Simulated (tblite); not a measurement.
Compound: C4H14N2SSi2.
SMILES with atom numbers: `[CH2:1]=[CH:2][Si@@H:3]([S:4][SiH2:5][NH2:6])[N:7]([CH3:8])[CH3:9]` (hydrogens: H10, H11 on C1; H12 on C2; H13 on Si3; H14, H15 on Si5; H16, H17 on N6; H18, H19, H20 on C8; H21, H22, H23 on C9)

Computed with GFN2-xTB (tblite), gas phase: L-BFGS steps from a force-field or distance-geometry start until the largest atomic force falls under 0.01 eV/Å.

Step 110: E = -770.0509 eV
```
atom  x, y, z in Å  |  force x, y, z in eV/Å
C1      0.9593    2.8516    0.1889    0.003  -0.021  -0.001
C2      0.4095    1.8072   -0.4078    0.006  -0.013   0.001
Si3     0.3158    0.0821    0.3364    0.016  -0.020  -0.001
S4     -1.4554   -0.8853   -0.4435   -0.025   0.023   0.014
Si5    -3.0257    0.4065    0.2541   -0.014   0.025  -0.032
N6     -4.3234   -0.6683    0.5602    0.007   0.006  -0.015
N7      1.7415   -0.8145    0.0002    0.006   0.001   0.001
C8      1.9062   -2.1280    0.5753   -0.009   0.016  -0.015
C9      2.4955   -0.6541   -1.2197   -0.018   0.012   0.028
H10     1.4509    2.7647    1.1438   -0.021  -0.017   0.006
H11     0.9528    3.8398   -0.2474    0.017  -0.013  -0.009
H12    -0.0732    1.9594   -1.3661   -0.003  -0.013  -0.004
H13     0.1932    0.0872    1.7946    0.015   0.022  -0.006
H14    -3.2582    1.4237   -0.7781    0.042  -0.041   0.034
H15    -2.6360    1.0258    1.5143    0.004   0.020   0.005
H16    -4.3790   -1.5334    0.0468    0.000   0.015   0.006
H17    -5.2387   -0.2968    0.7501   -0.010  -0.031  -0.003
H18     1.3795   -2.1802    1.5249    0.013  -0.001  -0.020
H19     2.9687   -2.3216    0.7459   -0.013   0.000  -0.002
H20     1.5100   -2.9069   -0.0856    0.005  -0.006   0.017
H21     3.5556   -0.8365   -1.0210   -0.003   0.006   0.013
H22     2.1682   -1.3565   -1.9950   -0.008   0.017  -0.006
H23     2.3780    0.3611   -1.5885   -0.009   0.014  -0.012
```

Step 111: E = -770.0516 eV
```
atom  x, y, z in Å  |  force x, y, z in eV/Å
C1      0.9551    2.8465    0.1822   -0.011  -0.032  -0.008
C2      0.4060    1.7991   -0.4102    0.007   0.011   0.016
Si3     0.3157    0.0771    0.3403    0.004  -0.013  -0.001
S4     -1.4550   -0.8966   -0.4322   -0.037   0.030   0.015
Si5    -3.0221    0.4047    0.2569   -0.012   0.028  -0.035
N6     -4.3278   -0.6608    0.5615   -0.002   0.007  -0.015
N7      1.7429   -0.8150    0.0018   -0.011  -0.013  -0.003
C8      1.9067   -2.1311    0.5703    0.000   0.008  -0.006
C9      2.4989   -0.6471   -1.2155   -0.015   0.017   0.029
H10     1.4484    2.7639    1.1361   -0.012  -0.022   0.019
H11     0.9446    3.8333   -0.2562    0.019  -0.005  -0.017
H12    -0.0800    1.9489   -1.3669   -0.007  -0.016  -0.016
H13     0.1952    0.0870    1.7987    0.017   0.020  -0.006
H14    -3.2480    1.4237   -0.7748    0.045  -0.044   0.027
H15    -2.6314    1.0255    1.5157    0.005   0.020   0.015
H16    -4.3854   -1.5272    0.0508   -0.001   0.011   0.006
H17    -5.2422   -0.2826    0.7433    0.003  -0.036  -0.004
H18     1.3776   -2.1880    1.5182   -0.001  -0.008  -0.023
H19     2.9682   -2.3240    0.7459    0.004  -0.003  -0.009
H20     1.5154   -2.9079   -0.0966    0.001   0.004   0.027
H21     3.5580   -0.8282   -1.0110    0.000   0.002  -0.013
H22     2.1745   -1.3448   -1.9971    0.005   0.022   0.016
H23     2.3800    0.3704   -1.5783   -0.002   0.011  -0.012
```

Step 112: E = -770.0523 eV
```
atom  x, y, z in Å  |  force x, y, z in eV/Å
C1      0.9506    2.8405    0.1748   -0.006  -0.002   0.003
C2      0.4014    1.7905   -0.4118   -0.009   0.001   0.006
Si3     0.3151    0.0710    0.3447   -0.014   0.007  -0.004
S4     -1.4560   -0.9093   -0.4180   -0.038   0.033   0.013
Si5    -3.0182    0.4034    0.2602   -0.002   0.026  -0.018
N6     -4.3319   -0.6521    0.5629   -0.005   0.006  -0.015
N7      1.7443   -0.8152    0.0036   -0.027  -0.017  -0.006
C8      1.9070   -2.1339    0.5647    0.009  -0.011   0.007
C9      2.5021   -0.6388   -1.2108   -0.006   0.017   0.019
H10     1.4449    2.7643    1.1287   -0.009  -0.026   0.016
H11     0.9374    3.8256   -0.2684    0.020  -0.010  -0.014
H12    -0.0874    1.9372   -1.3677   -0.003  -0.023  -0.016
H13     0.1969    0.0842    1.8031    0.020   0.021  -0.002
H14    -3.2319    1.4231   -0.7716    0.039  -0.034   0.006
H15    -2.6282    1.0258    1.5183    0.006   0.020   0.023
H16    -4.3908   -1.5207    0.0565    0.000  -0.004  -0.001
H17    -5.2459   -0.2683    0.7346   -0.001  -0.028   0.000
H18     1.3731   -2.1967    1.5096   -0.007  -0.014  -0.034
H19     2.9674   -2.3259    0.7474    0.012  -0.005  -0.017
H20     1.5221   -2.9080   -0.1097    0.001   0.012   0.040
H21     3.5605   -0.8200   -1.0015   -0.003   0.001  -0.038
H22     2.1798   -1.3308   -1.9992    0.020   0.024   0.036
H23     2.3829    0.3810   -1.5675    0.003   0.006  -0.005
```

Problem. Estimate the geometry and energy of step 113. (The exact step hangs on the optimiser's Hessian estimate; all steps are aligned on step 112, rigid shifts and turns removed.)

Solution. E = -770.0530 eV, largest force 0.062 eV/Å
```
atom  x, y, z in Å  |  force x, y, z in eV/Å
C1      0.9477    2.8357    0.1690   -0.018  -0.012  -0.005
C2      0.3976    1.7829   -0.4125   -0.006   0.022   0.012
Si3     0.3136    0.0657    0.3486   -0.030   0.019  -0.003
S4     -1.4582   -0.9196   -0.4057   -0.025   0.024   0.005
Si5    -3.0150    0.4026    0.2627   -0.001   0.014   0.017
N6     -4.3352   -0.6450    0.5640   -0.007   0.003  -0.018
N7      1.7448   -0.8152    0.0052   -0.030  -0.011  -0.012
C8      1.9075   -2.1358    0.5603    0.017  -0.017   0.014
C9      2.5039   -0.6310   -1.2068    0.001   0.014   0.004
H10     1.4406    2.7652    1.1240   -0.005  -0.029   0.014
H11     0.9352    3.8179   -0.2806    0.019  -0.007  -0.009
H12    -0.0913    1.9268   -1.3688   -0.001  -0.028  -0.017
H13     0.1964    0.0802    1.8069    0.023   0.023   0.004
H14    -3.2155    1.4218   -0.7692    0.026  -0.011  -0.023
H15    -2.6261    1.0259    1.5208    0.006   0.019   0.026
H16    -4.3947   -1.5163    0.0626    0.004  -0.012  -0.006
H17    -5.2491   -0.2575    0.7265   -0.005  -0.018   0.005
H18     1.3695   -2.2031    1.5023   -0.015  -0.021  -0.027
H19     2.9670   -2.3274    0.7482    0.020  -0.004  -0.022
H20     1.5273   -2.9068   -0.1197   -0.003   0.003   0.037
H21     3.5620   -0.8128   -0.9955   -0.010   0.003  -0.050
H22     2.1829   -1.3181   -2.0006    0.029   0.025   0.049
H23     2.3844    0.3908   -1.5586    0.007   0.000   0.005
```

The energy changes by -0.0006 eV. The first-order estimate −F·Δx gives -0.0009 eV and the mean of the old and new forces, exact on a quadratic surface, -0.0006 eV. The step makes an angle of 83° with the force vector and moves no atom by more than 0.017 Å.

What follows is the cost of the whole relaxation. Hardware: one thread, Arm Neoverse N1 (aarch64) (shared host). Cost: 6.3 s.
